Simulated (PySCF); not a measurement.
## Computed properties of Cd(Br)(Et) (C₂H₅BrCd), SMILES [CH2]([Cd][Br])C

Cd(Br)(Et) (C₂H₅BrCd), SMILES C[CH2][Cd][Br]. Geometry optimised at B3LYP-D3(BJ)/def2-SVP. The structure was generated by enumeration; whether it is a known compound was not checked. The def2 effective core potentials stand for the cores of Cd; spin–orbit coupling is left out. One conformer was computed; it need not be the lowest. All values are computed for the isolated molecule unless a solvent is named; none is compared with measurement here.

**Structure.** The optimised structure has Cs symmetry. All 21 harmonic modes at B3LYP-D3(BJ)/def2-SVP (PySCF) are real, so it is a minimum. With heavy atoms numbered as in [Cd:1]([Br:2])[CH2:3][CH3:4], the shortest bond between them is C3–C4 at 1.530 Å and the longest Cd1–Br2 at 2.456 Å.

**Vibrations.** The strongest infrared lines (harmonic, unscaled, degenerate partners summed) lie at 1183 cm⁻¹ (66 km/mol, H 69 %, C 31 %), 3011 cm⁻¹ (44 km/mol, H 97 %), 3115 cm⁻¹ (25 km/mol, H 90 %, C 10 %). The softest mode is at 60 cm⁻¹ and the zero-point energy is 40.7 kcal/mol.

**Electronic structure.** PBE0/def2-TZVP (PySCF) places the frontier levels at -7.59 and -1.03 eV, a gap of 6.56 eV, and gives a dipole moment of 3.45 D and a mean polarisability of 78.7 bohr³. PBE/def2-TZVP (PySCF) at the same geometry gives -6.54 and -1.85 eV, so its gap is 1.87 eV narrower. An orbital gap is neither the optical nor the fundamental gap.

**Excitations.** TDA-CAM-B3LYP/def2-SVPD (PySCF) has S1 at 5.68 eV (218 nm, f = 0.023, weak); the most intense of the 10 singlets computed lies at 7.76 eV (f = 0.39). T1 (TDA) is at 4.62 eV, 1.06 eV under S1. TDA-PBE/def2-SVPD (PySCF) puts S1 at 4.83 eV. No vertical singlet excitation falls in the visible range (under 3.1 eV).
